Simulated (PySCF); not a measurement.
Work out the structure from these simulated measurements.

Formula: C7H4ClFO.

* NMR, other nuclei: isotropic shieldings of nuclei other than C and H, by class: -84 (1 O), 218 (1 F), 775 (1 Cl) ppm [GIAO HF/pcSseg-1]
* 13C NMR: chemical shifts (computed TMS as zero) by class: 162.8 (1 C), 156.3 (1 C), 143.9 (2 C), 134.6 (2 C), 126.7 (1 C) ppm [GIAO HF/pcSseg-1]
* Rotational structure: rotational constants A, B, C: 3.835, 0.548, 0.480 GHz [PBE0-D3(BJ)/def2-SVP]
* UV, strongest line: among the 10 lowest singlet transitions: S6 at 6.85 eV (181 nm, f = 0.605) [TDDFT wB97X-D/def2-SVPD]
* Polarisability: 99.4 au [wB97X-D/def2-SVPD]
* Triplet: lowest triplet excitation (Tamm–Dancoff): 3.69 eV [TDA wB97X-D/def2-SVPD]
* Dipole: 2.39 D [wB97X-D/def2-SVPD]
* 1H NMR: chemical shifts (computed TMS as zero) by class: 8.54 (2 H), 7.70 (2 H) ppm [GIAO HF/pcSseg-1]
* Valence photoelectron: vertical ionisation energy: 9.74 eV [ΔSCF wB97X-D/def2-SVPD]
* UV, first state: lowest singlet excitation: 5.06 eV (245 nm, f = 0.011) [TDDFT wB97X-D/def2-SVPD]

The electronic properties come from PySCF, for the isolated species, density fitting. Levels stand in brackets. One conformer (not necessarily the lowest) at the PBE0-D3(BJ)/def2-SVP geometry, without solvent, vibrations or thermal averaging. Each NMR value is the plain mean over a class of atoms that symmetry, rotation or inversion makes alike.

**Question.** Give a SMILES that accounts for the data.

**Answer.** Numbering: `[O:1]=[C:2]([F:3])[c:4]1[cH:5][cH:6][c:7]([Cl:8])[cH:9][cH:10]1`. Its formula, C7H4ClFO, gives 5 degrees of unsaturation: 1 ring and 4 π bonds in the structure found (Kekulé form). 7 carbons fall into 5 classes; from least to most shielded: acyl halide carbon [C2] (162.8 ppm), aromatic C–Cl carbon [C7] (156.3 ppm), aromatic CH carbon [C5/C10] (143.9 ppm, 2 C, up to 3.1 ppm apart in this geometry), aromatic CH carbon [C6/C9] (134.6 ppm, 2 C), substituted aromatic carbon [C4] (126.7 ppm). Hydrogen classes from least to most shielded: 2 H on 2 aromatic CH carbons, C5/C10 (8.54 ppm), 2 H on 2 aromatic CH carbons, C6/C9 (7.70 ppm). The other shieldings belong to: -84 ppm, carbonyl oxygen [O1]; 218 ppm, acyl fluorine [F3]; 775 ppm, aryl chlorine [Cl8]. The first electron is taken from the HOMO, whose largest Löwdin shares are 0.25 on the aryl chlorine, 0.18 on the substituted aromatic carbon, 0.18 on the aromatic C–Cl carbon and 0.09 on an aromatic CH carbon. The optimised geometry has point group Cs and is an asymmetric top. Structure: `O=C(F)c1ccc(Cl)cc1`. Computed isomers that give other values at the same levels: `O=C(Cl)c1ccc(F)cc1` (rotational constant A: 3.056 GHz; this holds for the one conformer computed); `O=C(Cl)c1ccccc1F` (rotational constant A: 2.121 GHz; this holds for the one conformer computed); `O=C(Cl)c1cccc(F)c1` (rotational constant A: 2.043 GHz; this holds for the one conformer computed). The assignments are read from this structure; whether some other isomer fits the data as well wasn't checked.

The values belong to the conformer `[O:1]=[C:2]([F:3])[c:4]1[cH:5][cH:6][c:7]([Cl:8])[cH:9][cH:10]1`: O1–C2–C4–C5 180°.
